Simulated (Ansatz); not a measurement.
Cost and result up the ladder for Cd₄S₅ (9 atoms). The state is a singlet with charge 0. Geometry: PBE-D4/def2-SVP.

```xyz
9

Cd   -0.6437   -1.0757   -2.2590
Cd   -2.3489    0.6147   -0.8610
Cd    1.2505    0.4096    0.3401
Cd    3.2694   -0.8692    2.0821
S    -0.3509    0.2385    2.3074
S     0.7677    1.5316   -1.8265
S     0.1912   -2.2610    0.1118
S    -0.8200    2.6757   -1.0807
S    -1.3153   -1.2641    1.1856
```

Ansatz on 4 threads of Intel Xeon on a shared host. Times are rough, and most runs start from the orbitals of an earlier one. No level here is sound enough to serve as a yardstick. Binding counts from free atoms at the same level (Cd singlet, S triplet; other spins of the atoms weren't run), without zero-point energy or a counterpoise term.

In the def2 sets Cd takes a core potential; there is no spin–orbit coupling. Correlated methods freeze 25 core orbitals; core or outer-core shells of Cd are correlated, in sets that lack core-valence functions. The rows differ in basis, and correlated rows in double-zeta sets carry the largest basis error. Another isomer (singlet) lies 2.65 eV lower at PBE0-D4/def2-TZVP; other spin states weren't run for this one.

Run but left out: BHLYP-D4/def2-TZVP, B2PLYP/def2-TZVP (restricted singlet, unstable in another Hartree–Fock run and untested here).

Correlated methods converge slowly with the basis, most of all in double-zeta sets.

```
                         level  functions  wall time  binding energy per atom (eV)                        remarks
               PBE-D4/def2-SVP        214        7 s                          1.88                              –
           revPBE-D4/def2-TZVP        345       14 s                          1.81  restricted SCF unstable in HF
PBE-D4/def2-TZVP (with forces)        345       15 s                          1.90  restricted SCF unstable in HF
              PBE0-D4/def2-SVP        214       17 s                          1.76  restricted SCF unstable in HF
                  MP2/def2-SVP        214       20 s                          1.48        restricted SCF unstable
              RPA@PBE/def2-SVP        214       22 s                          1.28                              –
           r2SCAN-D4/def2-TZVP        345       28 s                          1.83  restricted SCF unstable in HF
             PBE0-D4/def2-TZVP        345       45 s                          1.79  restricted SCF unstable in HF
```
